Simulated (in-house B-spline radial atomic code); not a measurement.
Configurations of Cr VI (Cr5+), with energies counted from [Ar] 3d1. Computed with a B-spline radial code for spherical atoms: non-relativistic r2SCAN0, spin-polarised, spherical fractional occupations, exact exchange averaged over the configuration, point nucleus. Shells without spins written out take the highest spin.

Occupations are held fixed; configurations that lie above the ionisation limit could autoionise.

| configuration | E - E(ref) (eV) | highest orbital | its <r> (bohr) |
| --- | --- | --- | --- |
| [Ar] 4s1 | 29.101 | 4s up | 2.04 |
| [Ar] 4p1 | 37.601 | 4p up | 2.21 |
| [Ar] 4d1 | 50.149 | 4d up | 2.562 |
| [Ne] 3s2 3p5 3d1 4f1 | 104.43 | 4f up | 2.794 |

(1) Order these further configurations by energy, lowest first.
A. [Ne] 3s2 3p5 3d1 4s1
B. [Ne] 3s2 3p5 3d1 4p1
C. [Ar] 4f1
D. [Ne] 3s2 3p5 3d2

Answers

(1) D (43.376 eV), C (59.419 eV), A (73.889 eV), B (82.445 eV).
